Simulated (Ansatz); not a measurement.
Basis-set extrapolation for H$_{7}$NO$_{2}$Si$_{2}$, SMILES `O[SiH2]N[SiH2]O` (PBE0-D4/def2-TZVP geometry, frozen core, Ansatz 0.2.0). Multiplicity 1, RHF reference.

```json
{"": "HF", "def2-TZVPP": "-786.403758", "def2-QZVPP": "-786.433266"}
{"": "MP2 correlation", "def2-TZVPP": "-0.940108", "def2-QZVPP": "-1.014376"}
{"": "CCSD(T) correlation", "def2-TZVPP": "-1.013268", "def2-QZVPP": "not run"}
```

Energies in hartree. Use E(X) = E(∞) + A·exp(−7.88·√X) for Hartree–Fock and E(X) = E(∞) + B·X^(−2.97) for correlation, with X = 3 and 4, and add CCSD(T) minus MP2 of the smaller set to the MP2 limit.

Task: What is the CCSD(T) energy at the basis-set limit?

Result: HF limit: -786.433266 + (-0.029508) × 0.13774 = -786.43733. MP2 limit: -1.014376 + (-0.074268) × 0.74074 = -1.06939. Higher-order term: -1.013268 − (-0.940108) = -0.07316. Total: -787.57988 hartree, 4.43 eV below CCSD(T)/def2-TZVPP.
